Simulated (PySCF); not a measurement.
C₄H₆F₂, SMILES C[C@@H]1CC1(F)F.

Coordinates come from a PBE-D3(BJ)/def2-SVP optimisation.

Method: PySCF with TDDFT-ωB97X/def2-SVPD.

Vertical excitations. 

```
state  energy (eV)  λ (nm)      f                                                                   main pairs
-----  -----------  ------  -----  ---------------------------------------------------------------------------
S1            8.45     147  0.008                                             HOMO→LUMO 62 %, HOMO→LUMO+2 16 %
S2            8.97     138  0.011         HOMO→LUMO 22 %, HOMO→LUMO+4 20 %, HOMO→LUMO+2 18 %, HOMO→LUMO+1 17 %
S3            9.01     138  0.001                                         HOMO−1→LUMO 68 %, HOMO−1→LUMO+2 13 %
S4            9.41     132  0.012    HOMO→LUMO+1 40 %, HOMO→LUMO+4 19 %, HOMO−1→LUMO+2 11 %, HOMO−1→LUMO+1 6 %
S5            9.62     129  0.032   HOMO→LUMO+3 34 %, HOMO→LUMO+1 14 %, HOMO−1→LUMO+2 12 %, HOMO−1→LUMO+4 11 %
S6            9.65     128  0.028       HOMO→LUMO+4 30 %, HOMO→LUMO+3 21 %, HOMO−1→LUMO 10 %, HOMO→LUMO+2 10 %
S7            9.75     127  0.039       HOMO→LUMO+2 40 %, HOMO→LUMO+3 17 %, HOMO→LUMO+4 9 %, HOMO−1→LUMO+1 9 %
S8           10.05     123  0.041                   HOMO−1→LUMO+1 58 %, HOMO−1→LUMO+2 12 %, HOMO−1→LUMO+4 12 %
S9           10.35     120  0.156  HOMO−1→LUMO+4 33 %, HOMO−1→LUMO+2 27 %, HOMO→LUMO+6 15 %, HOMO−1→LUMO+3 5 %
S10          10.45     119  0.046    HOMO→LUMO+6 35 %, HOMO−1→LUMO+4 14 %, HOMO→LUMO+5 10 %, HOMO−1→LUMO+2 8 %
T1            8.12     153      0          HOMO→LUMO 38 %, HOMO→LUMO+2 20 %, HOMO→LUMO+4 18 %, HOMO→LUMO+1 6 %
T2            8.72     142      0         HOMO→LUMO 39 %, HOMO→LUMO+3 12 %, HOMO→LUMO+4 10 %, HOMO→LUMO+1 10 %
T3            8.80     141      0     HOMO−1→LUMO 33 %, HOMO→LUMO+1 14 %, HOMO→LUMO+4 11 %, HOMO−1→LUMO+2 11 %
T4            8.88     140      0       HOMO→LUMO+4 27 %, HOMO−1→LUMO 21 %, HOMO−1→LUMO+2 7 %, HOMO→LUMO+6 6 %
```
Triplets are in the Tamm–Dancoff approximation, which puts them higher than full response would, so one can lie above its singlet here.
